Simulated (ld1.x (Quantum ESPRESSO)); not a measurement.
# Before and after: PAW potential for He

```
Element                 : helium
Generator               : ld1.x (Quantum ESPRESSO) 7.5
Type                    : PAW
Functional              : LDA (PZ)
Relativity              : scalar-relativistic
Frozen core             : none
Valence charge          : 2
Reference configuration : 1s2
Partial waves           : 1s (bound): rcut 0.50, rcutus 0.55 bohr; 1s channel at -0.8 Ry: rcut 0.50, rcutus 0.55 bohr; 2p channel at 0.5 Ry: rc 0.45 bohr
Local potential         : the p channel
Core correction         : none
Augmentation charge     : PSQ, inside the norm-conserving radii
```

Change: wave 1s channel at -0.8 Ry: rcut 0.50, rcutus 0.55 bohr becomes 1s channel at -0.99 Ry: rcut 0.50, rcutus 0.55 bohr.

Cutoffs: the cutoffs (Ry, on a coarse ladder) from which the occupation-weighted sum of valence levels, in a spherical-Bessel basis at the reference potential, stays within 10 and 1 mRy of its value at 400 Ry; they do not see the model core or the augmentation charge, which bear on the density cutoff. Errors are all-electron minus pseudo energies relative to the spin-unpolarised reference configuration.

Problem. Predict the effect on cutoff, ghosts and configuration errors.

Solution. The potential gets neither clearly harder nor softer (100 Ry and 160 Ry → 100 Ry and 160 Ry); of the 4 tests that both files solve, the error grows in 3 and shrinks in 0 by more than 15 % and 0.3 meV (median size 0.2 → 1.0 meV); neither file shows a bound ghost.

| quantity | base | changed |
| --- | --- | --- |
| cutoff, loose | 100 Ry | 100 Ry |
| cutoff, tight | 160 Ry | 160 Ry |
| bound ghosts | none | none |
| error for 1s1, meV [ΔE 26.49 eV] | +0.3 | +1.4 |
| error for 1s1.5, meV [ΔE 10.37 eV] | 0.0 | +0.3 |
| error for 1s1 (spin-polarised), meV [ΔE 24.28 eV] | +0.8 | +2.7 |
| error for 1s1.5 (spin-polarised), meV [ΔE 10.02 eV] | +0.1 | +0.5 |
| s: phases at 0.60 bohr within 0.05 rad from the reference energy up to (Ry; the scan ends near 5) | to the end of the scan | to the end of the scan |
| p: phases at 0.60 bohr within 0.05 rad from the reference energy up to (Ry; the scan ends near 5) | to the end of the scan | to the end of the scan |
| lowest overlap eigenvalue by channel | s 0.99 | s 0.99 |
